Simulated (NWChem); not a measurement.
System: BHOClF; SMILES FB(Cl)O

Here is an NWChem input.

```
start job
memory heap 200 mb stack 900 mb global 1100 mb
geometry units angstroms noautoz
  B      0.019750    -0.420951     0.000000
  F     -1.125275    -1.091072     0.000000
  Cl    -0.025306     1.331103     0.000000
  O      1.199308    -1.057083     0.000000
  H      1.104636    -2.016826     0.000000
end
basis spherical
  * library 6-31g*
end
dft
  xc xperdew91 perdew91
  iterations 150
  mulliken
end
task dft energy
```

Excerpt of the output:

```
             Northwest Computational Chemistry Package (NWChem) 7.3.0
             --------------------------------------------------------

 CS  symmetry detected

                             Geometry "geometry" -> ""
                             -------------------------

 Output coordinates in angstroms (scale by  1.889725989 to convert to a.u.)

  No.       Tag          Charge          X              Y              Z
 ---- ---------------- ---------- -------------- -------------- --------------
    1 B                    5.0000     0.01077126    -0.42680789     0.00000000
    2 F                    9.0000    -1.13889640    -1.08893225     0.00000000
    3 Cl                  17.0000    -0.02207254     1.32551758     0.00000000
    4 O                    8.0000     1.18586703    -1.07114548     0.00000000
    5 H                    1.0000     1.08450831    -2.03020534     0.00000000

 Effective nuclear repulsion energy (a.u.)     143.3257065664

      Symmetry information
      --------------------

 Group name             Cs
 Group number              2
 Group order               2
 No. of unique centers     5

  perdew91 is a nonlocal functional; adding pw91lda local functional.

                                 NWChem DFT Module
                                 -----------------

 Summary of "ao basis" -> "ao basis" (spherical)
 ------------------------------------------------------------------------------
       Tag                 Description            Shells   Functions and Types
 ---------------- ------------------------------  ------  ---------------------
 B                           6-31g*                  6       14   3s2p1d
 F                           6-31g*                  6       14   3s2p1d
 Cl                          6-31g*                  8       18   4s3p1d
 O                           6-31g*                  6       14   3s2p1d
 H                           6-31g*                  2        2   2s

      Symmetry analysis of basis
      --------------------------

        a'         45
        a"         17

            General Information
            -------------------
          SCF calculation type: DFT
          Wavefunction type:  closed shell.
          No. of atoms     :     5
          No. of electrons :    40
           Alpha electrons :    20
            Beta electrons :    20
          Charge           :     0
          Spin multiplicity:     1
          Use of symmetry is: on ; symmetry adaption is: on
          Maximum number of iterations: 150
          AO basis - number of functions:    62
                     number of shells:    28
          Convergence on energy requested:  1.00D-06
          Convergence on density requested:  1.00D-05
          Convergence on gradient requested:  5.00D-04

              XC Information
              --------------
                 Perdew 1991   Exchange Functional  1.000
                Perdew 1991 Correlation Functional  1.000 non-local
            Perdew 1991 LDA Correlation Functional  1.000 local

             Grid Information
             ----------------
          Grid used for XC integration:  medium
          Radial quadrature: Mura-Knowles
          Angular quadrature: Lebedev.
          Tag              B.-S. Rad. Rad. Pts. Rad. Cut. Ang. Pts.
          ---              ---------- --------- --------- ---------
          B                   0.85       49           7.0       434
          F                   0.50       49           8.0       434
          Cl                  1.00       88          10.0       590
          O                   0.60       49           8.0       434
          H                   0.35       45          10.0       434
          Grid pruning is: on
          Number of quadrature shells:   280
          Spatial weights used:  Erf1

      Superposition of Atomic Density Guess
      -------------------------------------

 Sum of atomic energies:        -658.60158800

      Non-variational initial energy
      ------------------------------

 Total energy =    -659.786318
 1-e energy   =   -1195.261268
 2-e energy   =     392.149244
 HOMO         =      -0.446045
 LUMO         =       0.116296

      Symmetry analysis of molecular orbitals - initial
      -------------------------------------------------

  Numbering of irreducible representations:

     1 a'          2 a"

  Orbital symmetries:

     1 a'          2 a'          3 a'          4 a'          5 a'
     6 a'          7 a"          8 a'          9 a'         10 a'
    11 a'         12 a'         13 a'         14 a'         15 a"
    16 a'         17 a'         18 a"         19 a"         20 a'
    21 a'         22 a"         23 a'         24 a'         25 a'
    26 a'         27 a"         28 a'         29 a'         30 a"

     ---------------------------------------------
      Total Density - Mulliken Population Analysis
     ---------------------------------------------

    Atom       Charge   Shell Charges
 -----------   ------   -------------------------------------------------------
    1 B    5     3.91   2.00  0.49  0.89  0.21  0.18  0.14
    2 F    9     9.47   2.00  0.95  3.45  0.98  2.09  0.01
    3 Cl  17    17.32   2.00  2.00  5.98  1.37  3.69  0.55  1.72  0.01
    4 O    8     8.85   2.00  0.93  3.12  0.87  1.91  0.01
    5 H    1     0.45   0.35  0.10

   convergence    iter        energy       DeltaE   RMS-Dens  Diis-err
 ---------------- ----- ----------------- --------- --------- ---------
 d= 0,ls=0.0,diis     1   -660.6576497416 -8.04D+02  2.17D-02  9.12D-01
 d= 0,ls=0.0,diis     2   -660.5420186239  1.16D-01  1.21D-02  2.29D+00
 d= 0,ls=0.0,diis     3   -660.7584741937 -2.16D-01  2.38D-03  4.11D-02
 d= 0,ls=0.0,diis     4   -660.7606928016 -2.22D-03  1.47D-03  1.39D-02
 d= 0,ls=0.0,diis     5   -660.7621606392 -1.47D-03  3.47D-04  1.44D-03
  Resetting Diis
 d= 0,ls=0.0,diis     6   -660.7622824876 -1.22D-04  1.30D-04  1.19D-04
 d= 0,ls=0.0,diis     7   -660.7622958256 -1.33D-05  2.32D-05  8.43D-07
 d= 0,ls=0.0,diis     8   -660.7622957726  5.31D-08  1.39D-05  1.40D-06
 d= 0,ls=0.0,diis     9   -660.7622959143 -1.42D-07  2.83D-06  9.33D-08

         Total DFT energy =     -660.762295914342
      One electron energy =    -1197.472082089187
           Coulomb energy =      445.163231629906
    Exchange-Corr. energy =      -51.779152021479
 Nuclear repulsion energy =      143.325706566419

 Numeric. integr. density =       39.999999140223

                  Occupations of the irreducible representations
                  ----------------------------------------------

                     irrep           alpha         beta
                     --------     --------     --------
                     a'               16.0         16.0
                     a"                4.0          4.0

                       DFT Final Molecular Orbital Analysis
                       ------------------------------------

 Vector   18  Occ=2.000000D+00  E=-3.303115D-01  Symmetry=a"
              MO Center=  4.3D-01, -7.7D-01, -5.1D-16, r^2= 2.1D+00
   Bfn.  Coefficient  Atom+Function         Bfn.  Coefficient  Atom+Function
  ----- ------------  ---------------      ----- ------------  ---------------
    51      0.494160  4 O  pz                55      0.351735  4 O  pz
    19     -0.343920  2 F  pz                23     -0.248255  2 F  pz
    37      0.237612  3 Cl pz                 5      0.137497  1 B  pz
    41      0.118064  3 Cl pz                33     -0.093958  3 Cl pz
     9      0.049090  1 B  pz                13     -0.034447  1 B  d  1

 Vector   19  Occ=2.000000D+00  E=-2.906995D-01  Symmetry=a"
              MO Center=  2.0D-01,  8.2D-01, -2.0D-16, r^2= 2.2D+00
   Bfn.  Coefficient  Atom+Function         Bfn.  Coefficient  Atom+Function
  ----- ------------  ---------------      ----- ------------  ---------------
    37      0.657565  3 Cl pz                41      0.354307  3 Cl pz
    51     -0.296941  4 O  pz                33     -0.257700  3 Cl pz
    55     -0.221647  4 O  pz                19     -0.043444  2 F  pz
    11      0.032109  1 B  d -1              23     -0.032161  2 F  pz

 Vector   20  Occ=2.000000D+00  E=-2.830463D-01  Symmetry=a'
              MO Center= -4.4D-02,  1.1D+00,  1.8D-16, r^2= 1.6D+00
   Bfn.  Coefficient  Atom+Function         Bfn.  Coefficient  Atom+Function
  ----- ------------  ---------------      ----- ------------  ---------------
    35      0.714017  3 Cl px                39      0.366831  3 Cl px
    31     -0.278809  3 Cl px                18      0.167697  2 F  py
    22      0.115502  2 F  py                52     -0.086655  4 O  s
    50     -0.079111  4 O  py                54     -0.048174  4 O  py
    61      0.047881  5 H  s                 49     -0.047430  4 O  px

 Vector   21  Occ=0.000000D+00  E=-7.126801D-03  Symmetry=a"
              MO Center=  4.7D-02, -3.5D-01,  7.9D-14, r^2= 2.0D+00
   Bfn.  Coefficient  Atom+Function         Bfn.  Coefficient  Atom+Function
  ----- ------------  ---------------      ----- ------------  ---------------
     5      0.609367  1 B  pz                 9      0.590470  1 B  pz
    55     -0.312669  4 O  pz                51     -0.294516  4 O  pz
    19     -0.254157  2 F  pz                37     -0.247131  3 Cl pz
    23     -0.238629  2 F  pz                41     -0.238120  3 Cl pz
    33      0.090749  3 Cl pz                43     -0.085762  3 Cl d -1

[...]
```

Level: PW91/6-31G* (spherical d). The geometry was optimised at PBE0/def2-SVP.
